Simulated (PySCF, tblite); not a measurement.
Isomers of [C7H14P]- (charge -1), one GFN2-xTB conformer each. Single-point energies are computed at PBE0/pcSseg-1 (PySCF, gas phase, no added dispersion term), electronic only.

Task: Rank them by PBE0/pcSseg-1 energy, lowest first (kJ/mol).
A. `[CH2:1]=[CH:2][P-:3][CH2:4][C:5]([CH3:6])([CH3:7])[CH3:8]` (charge -1) with C1–C2–P3–C4 -176°, C2–P3–C4–C5 95°
B. `[CH3:1][CH:2]([CH3:3])[P-:4][CH:5]1[CH2:6][CH2:7][CH2:8]1` (charge -1) with C1–C2–P4–C5 70°, C2–P4–C5–C6 -161°, P4–C5–C6–C7 -135°, C5–C6–C7–C8 13°, C6–C7–C8–C5 -13°, P4–C5–C8–C7 131°
C. `[CH3:1][CH:2]([CH3:3])[CH2:4][P-:5][CH:6]1[CH2:7][CH2:8]1` (charge -1) with C1–C2–C4–P5 -174°, C2–C4–P5–C6 74°, C4–P5–C6–C7 149°

Result: A (0.0), C (55.7), B (64.0).

As drawn, the lowest has a quaternary carbon, which the highest lacks; the highest has a four-membered ring, which the lowest lacks. Neighbours under 21 kJ/mol apart (CC(C)C[P-]C1CC1 and CC(C)[P-]C1CCC1) can change places with a better method, another conformer or zero-point energy. GFN2-xTB itself gives, in the same order: 0.0, 17.4, 2.6. Both levels put the same isomer lowest; measured from each level's own lowest isomer, the values differ by up to 61.4 kJ/mol (CC(C)[P-]C1CCC1: 2.6 against 64.0).

Task: What happens when harmonic zero-point energies from GFN2-xTB frequencies are added?

Result: 
```csv
SMILES,ZPE (kJ/mol),electronic (kJ/mol),with ZPE (kJ/mol)
C=C[P-]CC(C)(C)C,494.5,0.0,0.0
CC(C)C[P-]C1CC1,499.8,55.7,61.1
CC(C)[P-]C1CCC1,502.6,64.0,72.1
```

The zero-point energies span 8.1 kJ/mol. The order is unchanged.
